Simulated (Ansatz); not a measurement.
`[NH2][W](=[O])(=[S])[Cl]` + HCl → `[O]=[W](=[S])([Cl])[Cl]` + NH₃  (ligand exchange at a W–N bond)

Isolated molecules relaxed with PBE0-D4/def2-TZVP in Ansatz; ΔE leaves out vibrations. CCSD(T)/CBS adds triple-zeta CCSD(T) − MP2 to the extrapolated MP2 energy (def2 sets, frozen cores). This one scheme is used for every species. DFT in def2-TZVPP. HSE06 is defined as in plane-wave codes. Elements past krypton have def2 core potentials. For W outer-core shells are correlated without core-valence functions, which leaves a few kJ/mol of doubt a bond. One conformer a species, not always the lowest.

`[NH2][W](=[O])(=[S])[Cl]`:

```xyz
7

N    -0.899   -0.782    0.268
W     0.561    0.400   -0.126
O     1.986   -0.510   -0.009
S     0.301    1.152   -2.104
Cl    0.639    2.112    1.361
H    -1.813   -0.718   -0.155
H    -0.775   -1.653    0.765
```

HCl:

```xyz
2

Cl   -0.635   -0.046    0.064
H     0.635    0.046   -0.064
```

`[O]=[W](=[S])([Cl])[Cl]`:

Z-matrix (Å, degrees):
```
W
O 1 1.687
Cl 1 2.247 2 108.7
Cl 1 2.247 2 108.7 3 123.8
S 1 2.119 2 107.5 3 -118.1
```

NH₃:

Cartesian coordinates in Å:
```
N 0.106 0.050 -0.256
H 0.831 -0.179 0.414
H -0.391 0.854 0.107
H -0.546 -0.725 -0.264
```

Task: Is it downhill or uphill in electronic energy at CCSD(T)/CBS, and by how much? (Estimate.)

Result: Computed: Downhill: ΔE = -0.39 eV.

Task: What do these levels give: revPBE-D4, r2SCAN-D4, PBE0-D4, r2SCAN0-D4, HSE06-D4, CAM-B3LYP-D4, r2SCAN0, BHLYP, RPA@PBE/def2-TZVPP, HF/def2-SVP, CCSD(T)/def2-TZVPP, HF/def2-QZVPP? (Estimate.)

Result: Ansatz gave: revPBE-D4 -0.40, r2SCAN-D4 -0.42, PBE0-D4 -0.39, r2SCAN0-D4 -0.40, HSE06-D4 -0.39, CAM-B3LYP-D4 -0.32, r2SCAN0 -0.40, BHLYP -0.36, RPA@PBE/def2-TZVPP -0.35, HF/def2-SVP -0.27, CCSD(T)/def2-TZVPP -0.36, HF/def2-QZVPP -0.34 eV.

Largest T1 diagnostic among the species: 0.022, so the coupled-cluster value is less sure than usual.

At CCSD(T), def2-SVP lies +0.09 eV from the extrapolated value and def2-TZVPP +0.03 eV. Leaving LDA and LC-ωPBE aside and taking each functional with its dispersion term where it has one, the values, not all of them listed here, spread over 0.14 eV, from B97M-V to CAM-B3LYP-D4. LDA lies +0.08 eV from PBE without D4.
